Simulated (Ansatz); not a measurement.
Start from `C/C(Br)=[CH]\[AlH2]` and change one atom or group to get `C/C(Cl)=[CH]\[AlH2]`.

Ansatz, PBE0-D4/def2-TZVP geometries, multiplicity 1. 

Scalar relativity is left out up to krypton.

| property | `C/C(Br)=[CH]\[AlH2]` |
| --- | --- |
| HOMO–LUMO gap (B3LYP/def2-TZVPP) / eV | 5.08 |
| LUMO energy (PBE0/def2-TZVPP) / eV | -1.93 |
| HOMO energy (PBE0/def2-TZVPP) / eV | -7.43 |
| LUMO energy (PBE/def2-TZVPP) / eV | -2.69 |
| size of the dipole moment (B3LYP/def2-TZVPP) / D | 1.12 |
| size of the dipole moment (ωB97M-V/def2-TZVPP) / D | 1.17 |

Q: What does the change do to each property? (Estimate.)

A: Computed: 
| property | `C/C(Cl)=[CH]\[AlH2]` | shift |
| --- | --- | --- |
| HOMO–LUMO gap (B3LYP/def2-TZVPP) / eV | 5.23 | 0.15 |
| LUMO energy (PBE0/def2-TZVPP) / eV | -1.87 | 0.06 |
| HOMO energy (PBE0/def2-TZVPP) / eV | -7.52 | -0.09 |
| LUMO energy (PBE/def2-TZVPP) / eV | -2.63 | 0.06 |
| size of the dipole moment (B3LYP/def2-TZVPP) / D | 0.97 | -0.15 |
| size of the dipole moment (ωB97M-V/def2-TZVPP) / D | 1.00 | -0.17 |

With PBE0 the HOMO falls by 0.09 eV and the LUMO rises by 0.06 eV, so the gap widens by about 0.15 eV. PBE moves the HOMO by -0.08 eV and ωB97M-V by -0.10 eV. Dipoles are sizes alone; their direction can turn.

B3LYP here is the variant with VWN-RPA as its local correlation; programs differ in this.

Spin–orbit coupling is left out; it splits and shifts lone-pair levels of the heavy atoms by tenths of an eV.
